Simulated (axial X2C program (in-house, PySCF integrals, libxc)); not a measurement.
**Nuclear properties of ClTiCl**

Calculated with an in-house all-electron X2C program for linear molecules (integrals from PySCF): two-component X2C with atomic mean-field Coulomb and Gaunt terms, Gaussian nuclei, basis Cl dyall-av3z, Ti dyall-v3z with contracted cores.

Cl–Ti–Cl held linear, with bonds 2.238 and 2.238 Å (near the PBE0 minimum at charge 0 of the determinant lowest at the starting distance; the state shown can have its own minimum elsewhere, held linear; other orders of the atoms were not compared).

Determinant lowest in the PBE0 search, Ω = 1 (⟨Sz⟩ = -1.00, ⟨Lz⟩ = 2.00 at PBE0), spin on the atoms Cl 0.02, Ti -1.03, Cl 0.02:

```
 level  A∥/gI Cl (MHz)  qzz Cl (a.u.)  A∥/gI Ti (MHz)  qzz Ti (a.u.)
  PBE0            1.64           0.09           -87.7          -1.73
    HF            19.9           0.11            5.02          -2.07
r2SCAN           0.557           0.00            -144          -1.76
```

Determinant 0.03 eV from it at PBE0 and this distance, Ω = 3 (⟨Sz⟩ = 1.00, ⟨Lz⟩ = 2.00 at PBE0), spin on the atoms Cl -0.02, Ti 1.03, Cl -0.02:

| level | A∥/gI Cl (MHz) | qzz Cl (a.u.) | A∥/gI Ti (MHz) | qzz Ti (a.u.) |
| --- | --- | --- | --- | --- |
| PBE0 | -0.627 | 0.09 | 271 | -1.74 |
| HF | -7.98 | 0.11 | 230 | -2.07 |
| r2SCAN | 1.38 | 0.00 | 287 | -1.77 |

A∥ (defined per Ω) follows by multiplying with gI = μI/(I μN); qzz is the electric field gradient, eQq0 = 234.96 MHz × Q/barn × qzz. The operators were transformed with the bare-nucleus X2C matrices; with these basis sets, hyperfine constants and field gradients can be off by tens of per cent, and where levels differ in sign neither size nor sign is settled.

With Q(47Ti) = 0.302 barn (Q from Pyykkö, Mol. Phys. 2018), turn the PBE0 values of the first state into constants in MHz.

eQq0(47Ti) = 234.96 × (0.302) × (-1.73) = -123 MHz.

The molecule was held linear; bending was not examined, so a bent shape may lie lower.

Each state is one determinant with collinear spin, which with several unpaired electrons need not be a pure state. Unrestricted Hartree–Fock can overshoot spin polarisation at the nuclei. With several open shells hyperfine constants can be off by a factor of several. Open-shell Ω = 0 determinants with evenly filled partner blocks cannot be reached by this program, so the Ω shown need not be the lowest component. The search compared states at one distance, so a state with another bond length can lie lower. Where a field gradient or hyperfine factor spreads by more than a factor of two over the levels, a constant derived from it is not to be relied on. PBE0 term energies can be off by some tenths of an eV.
